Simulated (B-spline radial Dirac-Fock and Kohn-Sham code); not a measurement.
## K-line shifts caused by a second vacancy in Mo⁴⁺

System: molybdenum as Mo⁴⁺, [Kr] 4d2, inside a Watson sphere of charge -4 and radius 2.4 Å (a model of the Madelung potential; inside it an electron's potential energy is raised by 24.0 eV).

Input of the calculation (task.json; shells as n, l, electrons):

```json
{"items": [{
  "Z": 42,
  "q": 4,
  "cfg": [[1, 0, 2], [2, 0, 2], [2, 1, 6], [3, 0, 2], [3, 1, 6], [3, 2, 10], [4, 0, 2], [4, 1, 6], [4, 2, 2]],
  "A": 98,
  "rrms": 4.4091,
  "watson": [-4, 2.4],
  "do": ["binding", "quiet", "double"]
}]}
```

Launch: `python xray_run.py task.json out`

Method: Dirac-Fock (average of configuration) total-energy differences with a finite nucleus, the Breit interaction including its frequency dependence, and self-energy and vacuum-polarisation corrections. Computed with an atomic code on a B-spline grid. Each two-hole energy is an average over J within one jj subconfiguration, not an observable level; in light atoms, where LS coupling holds, the j-resolved values are not observed lines, and for a K spectator the Kα1 hypersatellite is nearly forbidden. No correlation.

Lines without a spectator: Kα2 (K-L2) 17372.3 eV, Kα1 (K-L3) 17477.3 eV, Kβ3 (K-M2) 19585.8 eV, Kβ1 (K-M3) 19603.6 eV. Shifts in eV with one spectator hole (a dash: not computed, or left out as unreliable):

| spectator hole | Kα2 | Kα1 | Kβ3 | Kβ1 |
| --- | --- | --- | --- | --- |
| L2 (2p1/2) | +48.9 | +60.9 | – | +132.3 |
| L3 (2p3/2) | +50.7 | +50.0 | +121.3 | – |
| M2 (3p1/2) | – | +5.98 | +14.33 | +17.64 |
| M3 (3p3/2) | +4.74 | – | +15.60 | +15.02 |
| M4 (3d3/2) | +0.31 | -1.71 | – | – |
| M5 (3d5/2) | -1.99 | -0.60 | – | – |

Question: Where does the K-L3 hypersatellite lie, emitted when both K electrons are missing?

Answer: +477.3 eV from the normal line, at 17954.6 eV. Removing both K electrons costs 40722.3 eV, which is 648.4 eV more than twice the K binding energy.

With n spectator holes in 2p, averaged over the 2p shell (energies in eV):

| n | KαLⁿ | step | hypersatellite KαʰLⁿ |
| --- | --- | --- | --- |
| 0 | 17442.3 | – | 17916.1 |
| 1 | 17495.3 | +53.0 | 17970.5 |
| 2 | 17549.5 | +54.2 | 18026.1 |
| 3 | 17605.0 | +55.5 | 18082.9 |
| 4 | 17661.7 | +56.7 | 18141.0 |
| 5 | 17719.6 | +57.9 | 18200.3 |
